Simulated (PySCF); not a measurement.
Geometries of 2 isomers of C8H6S, from PBE0-D3(BJ)/def2-SVP geometry optimisation, gas phase (PySCF). One conformer each, no zero-point energy, no frequencies.

Task: Which is lower in electronic energy at this level?
A.
```xyz
15
angstrom
C     -1.903   -0.815   -0.056
C     -2.136    0.565   -0.193
C     -1.080    1.463   -0.254
C      0.223    0.962   -0.175
S      1.704    1.871   -0.228
C      2.644    0.425   -0.063
C      1.888   -0.701    0.028
C      0.479   -0.425   -0.034
C     -0.612   -1.311    0.023
H     -2.751   -1.501   -0.011
H     -3.161    0.936   -0.253
H     -1.262    2.534   -0.361
H      3.731    0.496   -0.043
H      2.306   -1.703    0.135
H     -0.433   -2.384    0.130
```
B.
```xyz
15
angstrom
C     -2.089   -0.401   -0.115
C     -1.857    1.003    0.018
C     -0.591    1.503    0.162
C      0.518    0.604    0.181
C      1.869    0.895    0.317
S      2.810   -0.522    0.280
C      1.465   -1.545    0.085
C      0.282   -0.818    0.046
C     -1.055   -1.296   -0.103
H     -3.116   -0.759   -0.228
H     -2.711    1.684    0.003
H     -0.419    2.577    0.263
H      2.338    1.871    0.436
H      1.594   -2.623    0.007
H     -1.238   -2.368   -0.205
```

Result: A. That is `c1ccc2sccc2c1` (benzo[b]thiophene), 10.9 kcal/mol below the other.

```tsv
SMILES	atoms numbered as above	E (Eh)	relative (kcal/mol)	relative (kJ/mol)	dipole (D)
c1ccc2sccc2c1	[cH:1]1[cH:2][cH:3][c:4]2[s:5][cH:6][cH:7][c:8]2[cH:9]1	-705.82878	0.0	0.0	0.58
c1ccc2cscc2c1	[cH:1]1[cH:2][cH:3][c:4]2[cH:5][s:6][cH:7][c:8]2[cH:9]1	-705.81137	10.9	45.7	0.02
```
